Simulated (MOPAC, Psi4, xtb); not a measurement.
Complex: HF (SMILES F) (first 2 atoms) with SO2 (SMILES O=S=O); geometry from B3LYP-D3(BJ)/def2-TZVP, rigid monomers moved along the line of their centres of mass till H2···O3 is 2.12 Å.
(charge 0, multiplicity 1):
```xyz
5

F      0.35084     0.50697    -0.65679
H      0.08404     0.72411     0.21057
O     -0.38522     0.60395     2.27566
S     -0.24356    -0.62915     3.01800
O     -0.58431    -0.61369     4.41075
```

Counterpoise-corrected where a basis set is named; no monomer relaxation.

Frozen-core correlation. The state that PM7 reach isn't checked; PM7 holds dispersion and hydrogen-bond terms.

Codes used: MOPAC for PM7 (differences of heats of formation); Psi4 for SAPT; xtb for the GFN methods. 

**Question.** One of these levels gives -26.0 kJ/mol for the interaction energy. Name it.
A) PM7
B) SAPT0/jun-cc-pV(D+d)Z
C) GFN-FF

**Answer.** C, GFN-FF. The others give -15.0 (PM7), -19.8 (SAPT0/jun-cc-pV(D+d)Z)
